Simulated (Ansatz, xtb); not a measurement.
## Relative energy of two isomers of C5H9NS

Structure X: `C=C(C)CC(N)=S`, a singlet. Structure Y: `CC1(C)CNC1=S`, a singlet. Both are isolated molecules in the gas phase, relaxed with PBE0-D3(BJ)/def2-SVP; the shapes shown needn't be the lowest conformers.

X (Å):

```xyz
16

C    -2.0160   -0.4990    2.9307
C    -1.4588   -1.1229    1.8841
C    -2.2628   -1.7073    0.7632
C     0.0357   -1.2531    1.7496
C     0.6165   -0.3831    0.6475
N     0.0933    0.8491    0.5895
S     1.8149   -0.9055   -0.3556
H    -3.1011   -0.3934    3.0199
H    -1.4058   -0.0967    3.7450
H    -2.0904   -2.7940    0.6939
H    -3.3395   -1.5336    0.8945
H    -1.9532   -1.2830   -0.2063
H     0.3295   -2.2890    1.5314
H     0.5310   -0.9630    2.6916
H    -0.6791    1.1113    1.1929
H     0.4359    1.4948   -0.1102
```

Y (Å):

```xyz
16

C    -2.3448   -1.3799    1.7759
C    -0.9449   -0.8614    1.5020
C     0.0931   -1.4626    2.4319
C    -0.8335    0.6782    1.2805
C    -0.5500   -0.9698    0.0188
N    -0.4747    0.3692   -0.0927
S    -0.3145   -2.2083   -1.0119
H    -2.6432   -1.1799    2.8171
H    -2.3743   -2.4665    1.6045
H    -3.0835   -0.9155    1.1052
H     1.0960   -1.0571    2.2301
H     0.1359   -2.5516    2.2798
H    -0.1589   -1.2644    3.4857
H    -1.7766    1.2387    1.3878
H    -0.0376    1.1797    1.8551
H    -0.2398    0.9426   -0.8965
```

Q: Estimate which is lower in electronic energy at CCSD(T)/def2-SVP + ΔMP2/def2-TZVPP, and by roughly how much.

A: The CCSD(T)/def2-SVP + ΔMP2/def2-TZVPP calculation puts structure X lower, by 4.7 kcal/mol.

The same difference at several levels:

```json
{"level": "GFN2-xTB", "geometry": "GFN2-xTB", "E(Y) − E(X) (kcal/mol)": "−12.3", "departure from the last row (kcal/mol)": "−17.0", "job, with rough time for the two": "optimisation, 0.16 s"}
{"level": "HF/STO-3G", "geometry": "GFN2-xTB", "E(Y) − E(X) (kcal/mol)": "−27.3", "departure from the last row (kcal/mol)": "−32.0", "job, with rough time for the two": "single point, 0.34 s"}
{"level": "r2SCAN-D4/def2-SVP", "geometry": "GFN2-xTB", "E(Y) − E(X) (kcal/mol)": "+0.9", "departure from the last row (kcal/mol)": "−3.8", "job, with rough time for the two": "single point, 3.7 s"}
{"level": "PBE0-D3(BJ)/def2-SVP", "geometry": "PBE0-D3(BJ)/def2-SVP", "E(Y) − E(X) (kcal/mol)": "−0.4", "departure from the last row (kcal/mol)": "−5.1", "job, with rough time for the two": "optimisation, 49 s"}
{"level": "HF/def2-SVP", "geometry": "PBE0-D3(BJ)/def2-SVP", "E(Y) − E(X) (kcal/mol)": "+5.1", "departure from the last row (kcal/mol)": "+0.4", "job, with rough time for the two": "part of the CCSD(T) run"}
{"level": "MP2/def2-SVP", "geometry": "PBE0-D3(BJ)/def2-SVP", "E(Y) − E(X) (kcal/mol)": "+0.1", "departure from the last row (kcal/mol)": "−4.5", "job, with rough time for the two": "part of the CCSD(T) run"}
{"level": "CCSD(T)/def2-SVP", "geometry": "PBE0-D3(BJ)/def2-SVP", "E(Y) − E(X) (kcal/mol)": "+1.9", "departure from the last row (kcal/mol)": "−2.8", "job, with rough time for the two": "single point"}
{"level": "CCSD(T)/def2-SVP + ΔMP2/def2-TZVPP", "geometry": "PBE0-D3(BJ)/def2-SVP", "E(Y) − E(X) (kcal/mol)": "+4.7", "departure from the last row (kcal/mol)": "", "job, with rough time for the two": "single point, 74 s"}
```

As drawn, Y has 1 C–C, 1 C–N, 1 C–H in place of 1 C=C, 1 N–H. Structure X has no ring, Y a 4-membered ring.

GFN2-xTB, HF/STO-3G put the two in the other order. PBE0-D3(BJ)/def2-SVP, MP2/def2-SVP find them nearly level. The largest departure from CCSD(T)/def2-SVP + ΔMP2/def2-TZVPP is that of HF/STO-3G, 32.0 kcal/mol. The last row adds to CCSD(T) the change of the MP2 difference between the two basis sets, here +2.8 kcal/mol.

With thermal terms from frequencies at re-optimised GFN2-xTB minima (ideal gas, soft modes damped towards free rotors, one conformer each, 298.15 K, 1 atm): on the last row, ΔE + ΔZPE = +6.0, ΔH = +5.5, ΔG = +6.8 kcal/mol.

The correlated steps freeze 11 core orbitals. Codes used: Ansatz 0.2.0, xtb 6.7.1; the last row on 4 threads of Arm Neoverse V2 on a shared host.
